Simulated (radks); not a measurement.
Q: Successive ionisation energies (eV) of one element, from differences of total energies of ions in their ground configurations, starting at charge 0: 4.154, 27.606, 40.164, 53.569, 67.703, 82.460, 97.746, 134.13, 151.74. Method: scalar-relativistic Kohn-Sham, PBE, spin-unpolarised, spherical densities, point nucleus; computed with a radial shooting solver on a logarithmic mesh with Libxc functionals. Which element is it?

A: Rubidium (Z = 37). The first species listed is Rb in [Kr] 5s1, the last Rb8+ in [Ar] 3d10 4s1.
